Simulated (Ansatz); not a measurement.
Input for Ansatz (a program for electronic structure): R-PBE0/def2-TZVPP on BH3O2 (SMILES OBO), a point of a torsion scan.

Ansatz 0.2 input:
```yaml
crystal:
  periodic: [false, false, false]
  atoms:
    - {symbol: O, position_ang: [-1.26158636, -0.20328399, -0.35646278]}
    - {symbol: B, position_ang: [-0.09211583, 0.37697906, -0.01258044]}
    - {symbol: O, position_ang: [0.92664087, -0.38835597, 0.43676082]}
    - {symbol: H, position_ang: [-1.73902653, -0.70930265, 0.29494068]}
    - {symbol: H, position_ang: [0.07748099, 1.50353306, -0.33438839]}
    - {symbol: H, position_ang: [1.76742441, 0.04260625, 0.57521887]}
basis:
  gaussian:
    orbitals: def2-TZVPP
hamiltonian:
  xc: {name: PBE0}
scf: {lower_state_search: off}
```

It printed:

```
WARN ansatz: RAYON_NUM_THREADS=1 ignored (pool sized by the plan → 1); use --threads N
Functional definition: PBE0
these checks for a lower state are left out or cut short: stability, starts, cluster_reference, orbital_swaps, neighbouring_geometries, increment
integrals: 0.03 GiB planned
648 factors; their error is unknown
mean field: 0.38 GiB planned
mean field evaluation 1: about -4811.6904 eV, gradient 6.5e1 eV
mean field evaluation 2: about -4803.4182 eV, gradient 9.5e1 eV
mean field evaluation 4: about -4818.3787 eV, gradient 1.8e0 eV
mean field evaluation 8: about -4818.3851 eV, gradient 2.6e-2 eV
mean field evaluation 16: about -4818.3957 eV, gradient 3.5e-6 eV
mean field -4818.39573529 eV, -177.0727772458 hartree, gradient 3.5e-6 eV, S^2 0.000000; 0 other end points of the search recorded, 0 dependent functions left out
reference -4818.39576140 eV, -177.0727782057 hartree; 12, 12 occupied and 123, 123 virtual orbitals, 648 factors
Total energy: -4818.39576140 eV, -177.0727782057 hartree
Checks for a lower state left out: stability, starts, cluster_reference, orbital_swaps, neighbouring_geometries, increment
```

The calculation finished and met its thresholds.

Cost: about 0.8 core-seconds (a rough figure).
